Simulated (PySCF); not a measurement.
```xyz
4
charge 0 multiplicity 1, angstrom
Tl    0.0000    0.0000    0.0000
Br    2.5268    0.0000    0.0000
Br   -1.2634    2.1883    0.0000
Br   -1.2634   -2.1883    0.0000
```

Method: PBE0 in PySCF with Tl def2-SVP with ECP60, Br def2-SVP; scalar-relativistic core potentials, no spin–orbit coupling; density-fitted integrals.

This geometry of TlBr₃ is a stationary point at this level.

(1) What is the point group?

(2) Is it a minimum?

(3) List the harmonic modes with their infrared intensities.

(4) What are the dipole moment and the gap between the highest occupied and lowest empty levels?

(5) What is the atomisation energy, with and without zero-point energy?

Results:

(1) D3h.

(2) Yes: all harmonic wavenumbers are real, though the softest, 52 cm⁻¹, leaves little margin.

(3) 
```
symmetry  ω (cm⁻¹)  IR (km/mol, summed over degenerate members)     type
      e'        52                                          6.1     bend
    a2''        64                                          3.4     bend
     a1'       197                                          0.0  stretch
      e'       242                                         64.3  stretch
```

(4) 0.00 D and 4.60 eV.

(5) 709 kJ/mol without, 704 kJ/mol with.

Spin–orbit coupling, left out here, can matter for elements this heavy.
